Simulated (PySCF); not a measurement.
**Spinor energies of V (vanadium, neutral)**

Start: [Ar] 3d5; 3d5/2 filled at m_j = -3/2, -1/2, +1/2, +3/2, +5/2. Calculated with PySCF 2.14 in x2c-TZVPall-2c with one added diffuse shell each of s, p, d type (7s8p5d1f, 63 functions): generalised Hartree-Fock with the X2C-1e Hamiltonian and a Gaussian nucleus; one run each with spin-orbit coupling (SO) switched off, then screened by Boettger's factors. This is a chosen level, not necessarily the ground level.

```json
{"spinor shell": "1s1/2", "electrons": "2", "ε, spin-free (eV)": "-5576.1", "ε, screened SO (eV)": "-5576.1", "weight of nominal j (screened SO)": "1.000", "rms radius, screened SO (bohr)": "0.0768"}
{"spinor shell": "2s1/2", "electrons": "2", "ε, spin-free (eV)": "-715.53", "ε, screened SO (eV)": "-715.52", "weight of nominal j (screened SO)": "1.000", "rms radius, screened SO (bohr)": "0.332"}
{"spinor shell": "2p1/2", "electrons": "2", "ε, spin-free (eV)": "-603.85", "ε, screened SO (eV)": "-608.76", "weight of nominal j (screened SO)": "1.000", "rms radius, screened SO (bohr)": "0.301"}
{"spinor shell": "3s1/2", "electrons": "2", "ε, spin-free (eV)": "-138.65", "ε, screened SO (eV)": "-138.64", "weight of nominal j (screened SO)": "1.000", "rms radius, screened SO (bohr)": "0.972"}
{"spinor shell": "3p1/2", "electrons": "2", "ε, spin-free (eV)": "-104.30", "ε, screened SO (eV)": "-104.99", "weight of nominal j (screened SO)": "0.986", "rms radius, screened SO (bohr)": "1.02"}
{"spinor shell": "3p3/2", "electrons": "4", "ε, spin-free (eV)": "-104.30", "ε, screened SO (eV)": "-103.96", "weight of nominal j (screened SO)": "0.993", "rms radius, screened SO (bohr)": "1.03"}
{"spinor shell": "3d5/2", "electrons": "5", "ε, spin-free (eV)": "-3.178", "ε, screened SO (eV)": "-3.178", "weight of nominal j (screened SO)": "0.598", "rms radius, screened SO (bohr)": "7.84"}
```

Where does 2p3/2 lie, and what is the 2p spin-orbit splitting (screened SO)?

At -601.44 eV, 7.320 eV above 2p1/2.

```json
{"quantity": "E (hartree)", "spin-free": "-944.06918", "screened SO": "-944.07794"}
{"quantity": "M_J", "spin-free": "5/2", "screened SO": "5/2"}
{"quantity": "⟨J²⟩", "spin-free": "8.750", "screened SO": "8.750"}
{"quantity": "⟨L²⟩", "spin-free": "0.000", "screened SO": "0.000"}
{"quantity": "⟨S²⟩", "spin-free": "8.750", "screened SO": "8.750"}
```

Rows whose weight is well below 1 are mixtures of j = l ± 1/2: exchange outweighs spin-orbit coupling there, and the label is only the starting occupation.

Without spin-orbit coupling the j labels of p, d and f shells carry no meaning; the spin-free column gives the mean over the occupied spinors of each nl shell.
